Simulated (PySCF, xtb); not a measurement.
W(OH)3(H)3 (H₆O₃W), SMILES [OH][WH3]([OH])[OH], multiplicity 1. Other conformers were not sampled.

Harmonic wavenumbers (cm⁻¹) from GFN2-xTB in xtb at its own minimum, in rising order: 150, 175, 177, 201, 202, 213, 273, 278, 344, 385, 385, 387, 447, 589, 590, 949, 964, 965, 1289, 1330, 1331, 3600, 3604, 3607.

Task: What does B3LYP-D3(BJ)/def2-SVP (PySCF) give at its own minimum? (An estimate is asked for; the answer gives what the named calculation found.)

Result: 181, 181, 237, 309, 482, 482, 620, 621, 621, 690, 690, 710, 743, 868, 868, 1069, 1069, 1079, 2016, 2016, 2059, 3856, 3856, 3862. Paired by order, the mean absolute difference is 281 cm⁻¹ and the zero-point energies are 32.1 and 41.7 kcal/mol.
